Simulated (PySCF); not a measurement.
# Diatomic cations of Ge with the alkali metals

r²SCAN with double-zeta basis sets in PySCF, for the lowest determinant that a PBE0 search found; no spin–orbit coupling. De refers to high-spin ground-configuration atoms (the charge goes to the atom of lower measured ionisation energy or higher electron affinity, which is not always the lowest computed limit). A positive dipole points towards Ge; it is taken about the centre of mass and depends on that origin.

```csv
M,basis,charged atom,state (unpaired electrons),Re (Å),ωe (cm⁻¹),De (eV),μ (D)
Li,jorge-DZP-DKH,Li+,"triplet (σ ↑, π ↑)",2.891,227,0.80,-9.37
Na,def2-SVPD,Na+,"triplet (σ ↑, π ↑)",3.259,112,0.52,-8.99
K,x2c-SVPall,K+,"triplet (σ ↑, π ↑)",3.784,68.7,0.30,-9.92
Rb,def2-SVP,Rb+,"triplet (σ ↑, π ↑)",3.933,53.1,0.25,-7.04
```

The shortest bond is that of LiGe⁺ (2.891 Å), the longest that of RbGe⁺ (3.933 Å).

The rows differ in basis set, which adds steps of its own.

Down a group the atoms grow and get heavier, so bonds lengthen and wavenumbers fall; this series shows no clear exception.

Weak bonds: KGe⁺, RbGe⁺. Basis-set superposition, not corrected here, can be much of De in a small basis, most of all at correlated wavefunction levels. Spin–orbit coupling is left out. For an ion De counts to the pair picked by the measured ionisation energies or electron affinities, which need not be the lowest pair at this level. States were picked by a PBE0 search and need not be the measured ground states.
